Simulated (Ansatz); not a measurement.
System: sum formula Si2NH4Cl3, charge 0, multiplicity 1. SMILES: [SiH3]N[Si](Cl)(Cl)Cl
Coordinates optimised at B3LYP-D3(BJ)/def2-TZVP (Ansatz, a program for electronic structure):
```xyz
10

Si     2.6201    -0.6247     0.4986
N      1.2606    -0.3492    -0.5654
Si    -0.3336     0.0720    -0.1945
Cl    -0.8627     1.8824    -0.9902
Cl    -1.6750    -1.2960    -0.9145
Cl    -0.4829     0.1639     1.8414
H      3.7640    -0.9325    -0.3878
H      2.9183     0.5756     1.3077
H      2.3690    -1.7622     1.4083
H      1.4632    -0.4525    -1.5511
```
Charge 0, spin multiplicity 1.

Property: atomisation energy (electronic, to ground-state atoms), in kcal/mol. Correlated levels leave the core frozen unless marked. UHF or UKS for open shells. No spin-orbit coupling. No relativistic terms. The coupled-cluster limit lacks core correlation, which all-electron functionals hold. Basis-set limits of correlation are two-point, X^-3; Hartree-Fock from the larger set.

```tsv
level	program	atomisation energy (kcal/mol)
HF/6-31G*	Ansatz	552.8
BLYP-D3(BJ)/def2-TZVPD	Ansatz + dftd3	781.3
r2SCAN/def2-TZVPD	Ansatz	792.9
PBE0-D4/def2-TZVP	Ansatz + dftd4	789.6
```

### Question
What does CCSD(T)/CBS(aug-cc-pV(T+d)Z,aug-cc-pV(Q+d)Z) (Ansatz) give?

### Answer
799.9 kcal/mol, so PBE0-D4/def2-TZVP differs from it by -10.3 kcal/mol.
